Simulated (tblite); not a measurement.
Compound: C3H12BNSi2.
SMILES with atom numbers: `[BH2:1][NH:2][Si@H:3]1[CH2:4][Si@H:5]([CH3:6])[CH2:7]1` (hydrogens: H8, H9 on B1; H10 on N2; H11 on Si3; H12, H13 on C4; H14 on Si5; H15, H16, H17 on C6; H18, H19 on C7)

Computed with GFN2-xTB (tblite), gas phase: L-BFGS steps from a force-field or distance-geometry start until the largest atomic force falls under 0.01 eV/Å.

At the end of the run (lengths in Å): B1–N2 1.391, C4–Si5 1.921, Si5–C7 1.919, Si3–C4 1.918, Si3–H11 1.462, C4–H13 1.086, N2–Si3 1.746, B1–N2–Si3 130.1°, N2–Si3–C4 113.9°, C4–Si5–C6 114.3°, N2–Si3–C7 110.4°, B1–N2–Si3–C4 102°, N2–Si3–C4–Si5 110°, Si3–C4–Si5–C6 117°, H8–B1–N2–Si3 3°, H10–N2–B1–H8 180°.

**Question.** These geometries were met on the way; a selection of coordinates is given. Order them by energy above the end point, lowest first.
A. B1–N2 1.444, C4–Si5 1.917, Si5–C7 1.922, Si3–C4 1.921, Si3–H11 1.462, C4–H13 1.084, N2–Si3 1.744, B1–N2–Si3 114.7°, N2–Si3–C4 110.8°, C4–Si5–C6 110.3°, N2–Si3–C7 112.5°, B1–N2–Si3–C4 73°, N2–Si3–C4–Si5 114°, Si3–C4–Si5–C6 114°, H8–B1–N2–Si3 113°, H10–N2–B1–H8 -127°
B. B1–N2 1.408, C4–Si5 1.896, Si5–C7 1.899, Si3–C4 1.914, Si3–H11 1.419, C4–H13 1.088, N2–Si3 1.720, B1–N2–Si3 124.0°, N2–Si3–C4 108.2°, C4–Si5–C6 110.9°, N2–Si3–C7 113.9°, B1–N2–Si3–C4 82°, N2–Si3–C4–Si5 115°, Si3–C4–Si5–C6 117°, H8–B1–N2–Si3 71°, H10–N2–B1–H8 -150°
C. B1–N2 1.394, C4–Si5 1.923, Si5–C7 1.923, Si3–C4 1.950, Si3–H11 1.469, C4–H13 1.097, N2–Si3 1.749, B1–N2–Si3 125.8°, N2–Si3–C4 104.2°, C4–Si5–C6 110.4°, N2–Si3–C7 112.9°, B1–N2–Si3–C4 98°, N2–Si3–C4–Si5 112°, Si3–C4–Si5–C6 118°, H8–B1–N2–Si3 28°, H10–N2–B1–H8 -177°
D. B1–N2 1.538, C4–Si5 1.856, Si5–C7 1.872, Si3–C4 1.872, Si3–H11 1.466, C4–H13 1.129, N2–Si3 1.789, B1–N2–Si3 107.1°, N2–Si3–C4 111.7°, C4–Si5–C6 112.5°, N2–Si3–C7 110.5°, B1–N2–Si3–C4 77°, N2–Si3–C4–Si5 111°, Si3–C4–Si5–C6 112°, H8–B1–N2–Si3 122°, H10–N2–B1–H8 -123°
E. B1–N2 1.402, C4–Si5 1.915, Si5–C7 1.921, Si3–C4 1.914, Si3–H11 1.468, C4–H13 1.071, N2–Si3 1.746, B1–N2–Si3 125.3°, N2–Si3–C4 107.2°, C4–Si5–C6 109.4°, N2–Si3–C7 112.4°, B1–N2–Si3–C4 90°, N2–Si3–C4–Si5 112°, Si3–C4–Si5–C6 117°, H8–B1–N2–Si3 50°, H10–N2–B1–H8 -163°

**Answer.** C (0.204 eV), E (0.342 eV), B (0.554 eV), A (0.915 eV), D (1.472 eV).

| step | E above end (eV) | rms distance from the end, all atoms (Å) | largest force (eV/Å) | rms shift of all bonds from the end (Å) |
| --- | --- | --- | --- | --- |
| 23 | 0.204 | 0.285 | 0.583 | 0.011 |
| 19 | 0.342 | 0.347 | 0.532 | 0.008 |
| 16 | 0.554 | 0.396 | 1.022 | 0.018 |
| 8 | 0.915 | 0.582 | 0.387 | 0.013 |
| 0 | 1.472 | 0.605 | 2.397 | 0.046 |

Rows stand in the order of the answer.
